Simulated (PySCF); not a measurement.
# Stationary points of H2Te

All numbers come from PBE0 in PySCF with Te def2-TZVP with ECP28, H def2-TZVP; scalar-relativistic core potentials, no spin–orbit coupling; density-fitted integrals.

Relaxations began from a few typed shapes. The search is not exhaustive: other isomers or separated fragments can lie lower, and high-lying points may rest on an excited occupation.

```csv
spin,group,bonds,angles,imaginary modes (cm⁻¹),ΔE (kJ/mol),ΔE with ZPE (kJ/mol)
singlet,C2v,Te–H 1.656 Å (×2),H–Te–H 90.3°,none,0.0,0.0
singlet,D∞h,Te–H 1.593 Å (×2),H–Te–H 180.0°,"2086i, 2086i",333.8,–
```

The lowest minimum found is the singlet C2v: Te–H 1.656 Å (×2); H–Te–H 90.3°.

Counting electrons, tellurium keeps 4 of its valence electrons outside its bonds, so the VSEPR class is AX2E2 and the expected shape is bent (C2v), as computed. The angle of 90° is close to 90°: the heavy centre bonds with nearly pure p orbitals and keeps its lone pair s-like.
